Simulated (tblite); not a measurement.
Compound: C4H11GeN.
SMILES with atom numbers: `[CH3:1]/[CH:2]=[N:3]/[GeH:4]([CH3:5])[CH3:6]` (hydrogens: H7, H8, H9 on C1; H10 on C2; H11 on Ge4; H12, H13, H14 on C5; H15, H16, H17 on C6)

Computed with GFN2-xTB (tblite), gas phase: L-BFGS steps from a force-field or distance-geometry start until the largest atomic force falls under 0.01 eV/Å.

Step 42: E = -516.5870 eV
```
atom  x, y, z in Å  |  force x, y, z in eV/Å
C1      3.0456   -0.3871    0.1596    0.038  -0.028   0.009
C2      1.6284    0.0690    0.2274    0.036  -0.024  -0.009
N3      0.7731   -0.3367   -0.5932   -0.047  -0.005   0.047
Ge4    -1.0129    0.0659   -0.6977   -0.052   0.012  -0.002
C5     -2.0251   -1.5180   -0.0511    0.003   0.037  -0.001
C6     -1.4840    1.7737    0.2210    0.018  -0.035  -0.019
H7      3.1887   -1.0262   -0.7067    0.022   0.008  -0.001
H8      3.2890   -0.9420    1.0639    0.016  -0.019   0.035
H9      3.7161    0.4691    0.1087   -0.016   0.009  -0.022
H10     1.4193    0.7690    1.0516   -0.021   0.019  -0.031
H11    -1.1856    0.2260   -2.1903   -0.003   0.003  -0.014
H12    -2.4342   -2.0806   -0.8850    0.024   0.007   0.020
H13    -1.3799   -2.1768    0.5224    0.019   0.014  -0.025
H14    -2.8471   -1.2094    0.5877   -0.017   0.020  -0.009
H15    -0.6235    2.4382    0.2080   -0.028   0.023   0.009
H16    -2.3019    2.2699   -0.2919   -0.001  -0.021   0.031
H17    -1.7731    1.6080    1.2557    0.008  -0.020  -0.019
```

Step 43: E = -516.5877 eV
```
atom  x, y, z in Å  |  force x, y, z in eV/Å
C1      3.0478   -0.3882    0.1596    0.040  -0.031   0.007
C2      1.6321    0.0729    0.2256    0.032  -0.029  -0.005
N3      0.7743   -0.3367   -0.5902   -0.075  -0.006   0.040
Ge4    -1.0133    0.0664   -0.6968   -0.015  -0.023   0.014
C5     -2.0287   -1.5168   -0.0508    0.016   0.040  -0.014
C6     -1.4863    1.7710    0.2228    0.013  -0.020  -0.022
H7      3.1931   -1.0277   -0.7056    0.006  -0.002  -0.015
H8      3.2885   -0.9441    1.0635    0.012  -0.026   0.052
H9      3.7216    0.4643    0.1100   -0.001   0.039  -0.020
H10     1.4264    0.7792    1.0455   -0.020   0.015  -0.035
H11    -1.1821    0.2252   -2.1895   -0.007   0.006  -0.020
H12    -2.4336   -2.0784   -0.8879    0.016   0.011   0.036
H13    -1.3849   -2.1771    0.5233    0.007   0.026  -0.025
H14    -2.8527   -1.2064    0.5853   -0.002   0.006  -0.022
H15    -0.6296    2.4397    0.2050   -0.015   0.028   0.014
H16    -2.3076    2.2629   -0.2880   -0.018  -0.011   0.024
H17    -1.7719    1.6060    1.2583    0.011  -0.024  -0.011
```

Q: Estimate the geometry and energy of step 44. (The exact step hangs on the optimiser's Hessian estimate; all steps are aligned on step 43, rigid shifts and turns removed.)

A: E = -516.5886 eV, largest force 0.086 eV/Å
```
atom  x, y, z in Å  |  force x, y, z in eV/Å
C1      3.0510   -0.3903    0.1600    0.028  -0.024   0.006
C2      1.6367    0.0766    0.2232    0.010  -0.030   0.001
N3      0.7751   -0.3363   -0.5871   -0.078  -0.016   0.032
Ge4    -1.0138    0.0668   -0.6963    0.031  -0.049   0.020
C5     -2.0321   -1.5142   -0.0505    0.025   0.033  -0.022
C6     -1.4887    1.7669    0.2245    0.002   0.008  -0.016
H7      3.1983   -1.0300   -0.7042   -0.007  -0.014  -0.023
H8      3.2882   -0.9464    1.0646    0.008  -0.025   0.053
H9      3.7273    0.4596    0.1108    0.011   0.056  -0.015
H10     1.4337    0.7904    1.0377   -0.011   0.009  -0.036
H11    -1.1791    0.2246   -2.1893   -0.009   0.009  -0.019
H12    -2.4325   -2.0750   -0.8902    0.002   0.009   0.042
H13    -1.3903   -2.1763    0.5242   -0.004   0.038  -0.019
H14    -2.8587   -1.2020    0.5823    0.016  -0.007  -0.032
H15    -0.6372    2.4415    0.2024   -0.003   0.031   0.018
H16    -2.3145    2.2538   -0.2828   -0.036   0.001   0.014
H17    -1.7704    1.6022    1.2608    0.015  -0.029  -0.003
```

The energy changes by -0.0009 eV. The first-order estimate −F·Δx gives -0.0012 eV and the mean of the old and new forces, exact on a quadratic surface, -0.0009 eV. The step makes an angle of 77° with the force vector and moves no atom by more than 0.015 Å.

The cost below is that of the whole relaxation. On one thread of an Arm Neoverse V1, on a shared host, this took 1.1 s of wall time.
